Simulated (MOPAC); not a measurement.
MOPAC input (PM7):

```
PM7 FORCE THERMO(298,298) PRECISE LET GEO-OK AUX(PRECISION=9) THREADS=1
C2H2F4

F    -1.66086364 1   -1.00037212 1    0.12528779 1
C    -1.19941140 1    0.25703946 1   -0.06343653 1
C     0.34165997 1    0.19015537 1   -0.02330302 1
F     0.87055766 1   -0.59114627 1   -0.95991763 1
F     0.83050955 1   -0.26371427 1    1.12668043 1
F     0.91548532 1    1.37981937 1   -0.19899999 1
H    -1.59506670 1    0.92622541 1    0.74167747 1
H    -1.56073570 1    0.64495327 1   -1.04910596 1
```

Output:

```
 *******************************************************************************
 **                                                                           **
 **                              MOPAC v23.2.5                                **
 **                                                                           **
 *******************************************************************************
 ** MOPAC's Digital Object Identifier: https://doi.org/10.5281/zenodo.6511958 **
 **                                                                           **
 ** Please cite the open-source release paper for use of this MOPAC version:  **
 ** J. E. Moussa and J. J. P. Stewart (2026)                                  **
 ** MOPAC: An open-source semiempirical molecular orbital program             **
 ** J. Open Source Softw., 11(119), 8025, https://doi.org/10.21105/joss.08025 **
 *******************************************************************************

                              PM7 CALCULATION RESULTS

 *******************************************************************************
 *  PM7        - The PM7 Hamiltonian to be used
 *  GEO-OK     - OVERRIDE INTERATOMIC DISTANCE AND OTHER SAFETY CHECKS
 *  LET        - OVERRIDE SOME SAFETY CHECKS
 *  PRECISE    - TIGHTER CRITERIA TO BE USED
 *  FORCE      - FORCE CALCULATION SPECIFIED
 *  AUX        - OUTPUT AUXILIARY INFORMATION
 *  THERMO     - THERMODYNAMIC QUANTITIES TO BE CALCULATED
 *******************************************************************************
PM7 FORCE THERMO(298,298) PRECISE LET GEO-OK AUX(PRECISION=9) THREADS=1
 C2H2F4

   ATOM   CHEMICAL          X               Y               Z
  NUMBER   SYMBOL      (ANGSTROMS)     (ANGSTROMS)     (ANGSTROMS)

     1       F         -1.66086364  *  -1.00037212  *   0.12528779  *
     2       C         -1.19941140  *   0.25703946  *  -0.06343653  *
     3       C          0.34165997  *   0.19015537  *  -0.02330302  *
     4       F          0.87055766  *  -0.59114627  *  -0.95991763  *
     5       F          0.83050955  *  -0.26371427  *   1.12668043  *
     6       F          0.91548532  *   1.37981937  *  -0.19899999  *
     7       H         -1.59506670  *   0.92622541  *   0.74167747  *
     8       H         -1.56073570  *   0.64495327  *  -1.04910596  *

          CARTESIAN COORDINATES

    NO.       ATOM           X           Y           Z

     1         F         -1.6609     -1.0004      0.1253
     2         C         -1.1994      0.2570     -0.0634
     3         C          0.3417      0.1902     -0.0233
     4         F          0.8706     -0.5911     -0.9599
     5         F          0.8305     -0.2637      1.1267
     6         F          0.9155      1.3798     -0.1990
     7         H         -1.5951      0.9262      0.7417
     8         H         -1.5607      0.6450     -1.0491

 General Reference for PM7:
 "Optimization of Parameters for Semiempirical Methods VI: More Modifications to the
 NDDO Approximations and Re-optimization of Parameters", J. J. P. Stewart, J. Mol. Mod., 1:32, 19 (2013)
 https://link.springer.com/article/10.1007/s00894-012-1667-x

           Empirical Formula: C2 H2 F4  =     8 atoms

      MOLECULAR POINT GROUP   :   Cs
[...]
 EFFECTIVE MASS     12.1291
 FORCE CONSTANT      5.0317

 VIBRATION         14    9A'         ATOM PAIR     ENERGY CONTRIBUTION    RADIAL
 FREQUENCY          1427.76         F 1 -- C 2         +31.7% ( 86.2%)     99.2%
 TRANSITION DIPOLE   0.8306         C 2 -- H 7         +20.2% ( 68.8%)      2.9%
 TRAVEL (Ang.)       0.1014         C 2 -- H 8         +20.2% ( 68.8%)      2.9%
 REDUCED MASS        4.5958         C 2 -- C 3         +17.7% ( 64.4%)     24.7%
 EFFECTIVE MASS     12.1538
 FORCE CONSTANT      5.5198

 VIBRATION         15   10A'         ATOM PAIR     ENERGY CONTRIBUTION    RADIAL
 FREQUENCY          1500.13         C 3 -- F 6         +27.0% ( 83.9%)     90.2%
 TRANSITION DIPOLE   2.6026         C 3 -- F 5         +20.2% ( 72.7%)     41.4%
 TRAVEL (Ang.)       0.0920         C 3 -- F 4         +20.2% ( 72.7%)     41.4%
 REDUCED MASS        5.3104         C 2 -- C 3         +19.1% ( 70.6%)      0.1%
 EFFECTIVE MASS     12.7701
 FORCE CONSTANT      7.0410

 VIBRATION         16    6A"         ATOM PAIR     ENERGY CONTRIBUTION    RADIAL
 FREQUENCY          1506.28         C 3 -- F 5         +27.2% ( 84.9%)     80.1%
 TRANSITION DIPOLE   3.4379         C 3 -- F 4         +27.2% ( 84.9%)     80.2%
 TRAVEL (Ang.)       0.0834         C 2 -- C 3         +18.8% ( 70.6%)      0.0%
 REDUCED MASS        6.4331         C 3 -- F 6         +18.5% ( 69.9%)      0.0%
 EFFECTIVE MASS     13.3646
 FORCE CONSTANT      8.5997

 VIBRATION         17    7A"         ATOM PAIR     ENERGY CONTRIBUTION    RADIAL
 FREQUENCY          2611.38         C 2 -- H 8         +49.1% ( 72.5%)     98.3%
 TRANSITION DIPOLE   0.8336         C 2 -- H 7         +49.1% ( 72.5%)     98.3%
 TRAVEL (Ang.)       0.2275         F 1 -- C 2          +0.9% ( 10.0%)      0.0%
 REDUCED MASS        0.4990         C 2 -- C 3          +0.9% ( 10.0%)      0.0%
 EFFECTIVE MASS      1.4449
 FORCE CONSTANT      2.0050

 VIBRATION         18   11A'         ATOM PAIR     ENERGY CONTRIBUTION    RADIAL
 FREQUENCY          2688.13         C 2 -- H 7         +49.4% ( 69.2%)     96.1%
 TRANSITION DIPOLE   0.6531         C 2 -- H 8         +49.4% ( 69.2%)     96.2%
 TRAVEL (Ang.)       0.2282         C 2 -- C 3          +0.6% (  7.5%)     21.7%
 REDUCED MASS        0.4818         F 1 -- C 2          +0.5% (  7.2%)     26.8%
 EFFECTIVE MASS      1.2346
 FORCE CONSTANT      2.0512

      SYMMETRY NUMBER FOR POINT-GROUP Cs  =  1

          SYSTEM IS A GROUND STATE

 C2H2F4

          MOLECULE IS NOT LINEAR

          THERE ARE 18 GENUINE VIBRATIONS IN THIS SYSTEM
          THIS THERMODYNAMICS CALCULATION IS LIMITED TO
          MOLECULES WHICH HAVE NO INTERNAL ROTATIONS

                    CALCULATED THERMODYNAMIC PROPERTIES
                                          *
   TEMP. (K)   PARTITION FUNCTION   H.O.F.    ENTHALPY  HEAT CAPACITY ENTROPY
                                   KCAL/MOL   CAL/MOLE    CAL/K/MOL  CAL/K/MOL

 298.00  VIB.     0.1369D+02                  1824.6840    12.4371    11.3234
         ROT.     0.1340D+06                   888.2803     2.9808    26.4411
         INT.     0.1835D+07                  2712.9643    15.4180    37.7645
         TRA.     0.9964D+27                  1480.4672     4.9680    39.7757
         TOT.                     -208.795    4193.4315    20.3860    77.5402

   *: NOTE: HEATS OF FORMATION ARE RELATIVE TO THE
            ELEMENTS IN THEIR STANDARD STATE AT 298K
              (=  Standard Enthalpy of Formation).

            Hvib:  Zero-point energy is not included.
                   frequencies of less than zero cm-1 are not included.
            Hrot = (3/2)RT
            Htra = (3/2)RT + pV = (5/2)RT

            Heat capacity is Cp, not Cv

          For more information, see: HTTP://OpenMOPAC.net/Manual/thermochemistry.html

           FORCE CONSTANT IN CARTESIAN COORDINATES (Millidynes/A)

    ATOM   CHEMICAL       X               Y               Z
   NUMBER   SYMBOL  FORCE CONSTANT  FORCE CONSTANT  FORCE CONSTANT

      1       F        9.107756        0.796068        0.658908
      2       C       10.166206        6.334354        6.382625
      3       C       11.170662        9.498821       11.364728
      4       F        1.663024        3.108897        6.277481
      5       F        1.661533        3.106454        6.281415
      6       F        9.250756        0.924382        0.804313
      7       H        1.216120        1.556137        2.681985
      8       H        1.215504        1.555222        2.683516

 **********************
 *                    *
 * JOB ENDED NORMALLY *
 *                    *
 **********************

 == MOPAC DONE ==
```
